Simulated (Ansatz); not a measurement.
Reaction (ligand exchange at the Al–N bond): `[AlH2][N]1[CH2][AlH]1` + CH₃OH → `C[O][AlH2]` + `[CH2]1[NH][AlH]1`

Calculated with Ansatz (gas phase, PBE0-D4/def2-TZVP geometries, no zero-point term in ΔE). CCSD(T)/CBS is the MP2 limit (def2-TZVPP, def2-QZVPP) plus CCSD(T) − MP2 in def2-TZVPP, frozen cores. This one scheme is used for every species. Functionals use def2-TZVPP. B3LYP here is the variant with VWN-RPA as its local correlation; programs differ in this.

`[AlH2][N]1[CH2][AlH]1`:

```xyz
9

Al    1.262    1.287    0.203
N     0.065    0.055   -0.212
C    -0.840   -0.818    0.663
Al   -0.920   -0.991   -1.225
H     2.023    1.998   -0.995
H     1.545    1.650    1.724
H    -0.305   -1.520    1.303
H    -1.578   -0.261    1.242
H    -1.252   -1.400   -2.703
```

CH₃OH:

Z-matrix (Å, degrees):
```
C
O 1 1.409
H 1 1.097 2 112.4
H 1 1.090 2 107.0 3 -118.5
H 1 1.097 2 112.4 3 123.0
H 2 0.959 1 108.5 3 -61.6
```

`C[O][AlH2]`:

```xyz
8

C     0.291   -0.916   -0.817
O    -0.587    0.016   -0.258
Al   -0.460    1.151    0.982
H    -0.124   -1.926   -0.726
H     1.277   -0.909   -0.334
H     0.434   -0.708   -1.882
H     0.916    1.280    1.759
H    -1.748    2.012    1.274
```

`[CH2]1[NH][AlH]1`:

Z-matrix (Å, degrees):
```
C
Al 1 1.919
N 1 1.507 2 58.8
H 1 1.093 2 122.8 3 101.9
H 1 1.093 2 122.8 3 -101.9
H 2 1.571 1 166.1 3 -180.0
H 3 1.005 1 121.0 2 180.0
```

Q: Is it downhill or uphill in electronic energy at CCSD(T)/CBS, and by how much? (Estimate.)

A: Computed: Downhill: ΔE = -29.4 kJ/mol.

Q: What do these levels give: LDA (SPW92), PBE0-D4, CAM-B3LYP-D4, revPBE, BLYP, B3LYP, r2SCAN0, HF/def2-SVP, CCSD/def2-SVP, CCSD(T)/def2-SVP, CCSD/def2-TZVPP, MP2/CBS(def2)? (Best estimate.)

A: Ansatz gave: LDA (SPW92) -34.8, PBE0-D4 -28.8, CAM-B3LYP-D4 -36.4, revPBE -29.9, BLYP -36.3, B3LYP -35.8, r2SCAN0 -31.8, HF/def2-SVP -33.4, CCSD/def2-SVP -33.6, CCSD(T)/def2-SVP -32.3, CCSD/def2-TZVPP -30.2, MP2/CBS(def2) -28.3 kJ/mol.

Largest T1 diagnostic among the species: 0.015.

Leaving LDA and LC-ωPBE aside and taking each functional with its dispersion term where it has one, the values, not all of them listed here, spread over 8.7 kJ/mol, from CAM-B3LYP-D4 to revPBE-D4. LDA lies −3.6 kJ/mol from PBE without D4. In def2-TZVPP, CCSD(T) changes the Hartree–Fock value by +6.3 kJ/mol (the triples alone add +1.8 kJ/mol) and MP2 by +7.5 kJ/mol.
